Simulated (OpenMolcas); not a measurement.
**P: effect of the level shift or regulariser**

```yaml
Program: OpenMolcas 26.06
Basis: ANO-RCC-VQZP [6s5p3d2f1g]
Scalar_Hamiltonian: DKH2, point nucleus
Active_space: 3 electrons in 3 orbitals (3p)
State_averaging: 2S+1 = 4 odd, 1 root; 2S+1 = 2 odd, 8 roots
Spin-orbit_coupling: RASSI with atomic mean-field integrals over the reference wave functions, term energies averaged over their components
```

Methods on the same reference wave functions:
A. CASSCF
B. SS-CASPT2, IPEA 0.25 Eh, imaginary shift 0.1 Eh (closed shells correlated: 2s 2p 3s)
C. SS-CASPT2, IPEA 0.25 Eh, real shift 0.2 Eh (closed shells correlated: 2s 2p 3s)

Energies in cm-1 above 3s2 3p3 4S* 3/2, the measured ground level; measured values from NIST Handbook of Basic Atomic Spectroscopic Data.

| Level | A | B | C | Measured |
| --- | --- | --- | --- | --- |
| 3s2 3p3 4S* 3/2 | 0.0 | 0.0 | 0.0 | 0.0 |
| 3s2 3p3 2D* 3/2 | 15351 | 11450 | 11530 | 11361 |
| 3s2 3p3 2D* 5/2 | 15357 | 11450 | 11530 | 11377 |
| 3s2 3p3 2P* 1/2 | 25381 | 19640 | 19750 | 18723 |
| 3s2 3p3 2P* 3/2 | 25389 | 19650 | 19760 | 18748 |

Deviations, from unrounded energies. A percentage is the sum of absolute deviations over the sum of measured energies, with the sign that they share, or ± where signs differ.

| Against measurement | Levels | A | B | C |
| --- | --- | --- | --- | --- |
| mean absolute deviation (cm-1) | 4 | 5300 | 500 | 590 |
| other terms of the ground configuration (%) | 4 | +35.3 | +3.3 | +3.9 |

B lies closest to measurement on these levels and A furthest from it. The largest miss of B in the table is 3s2 3p3 2P* 1/2, by +920 cm-1. The ranking rests on the paired levels alone, and a cruder setting can come out closer through cancelling errors.

Between B and C the level of the table that moves most is 3s2 3p3 2P* 1/2, by 110 cm-1 (lowest in B, highest in C). Moves below CASPT2's spread within the term are not significant.

The mean deviations of B to C differ by less than CASPT2's widest spread within a term (130 cm-1), so their order carries little weight.

From A to B the spin-free energies of the other terms of 3s2 3p3 shown, above 4S*, scale by factors of 0.75 to 0.77.

The lowest spin-free term lies below A's lowest term by 0.132 hartree in B, 0.131 hartree in C.

Term energies are means over components that CASPT2 splits; among the terms shown or strongly mixed into the levels shown the widest spread is 130 cm-1 (3s2 3p3 2D*, B). With the s shell closed, the reference lacks s² → p² mixing. Without dynamic correlation excited terms often stand tens of per cent too high (terms of higher spin than the ground term too low), and those without a measured partner can miss by more than the paired ones (holds for A). Computed and measured levels are paired by configuration, term and J; levels that our copy of the source lacks, or whose pairing is in doubt (as where it misses far off the trend of its configuration), stay unpaired and out of the deviations. Levels of configurations outside the active space are missing.

* marks odd parity.
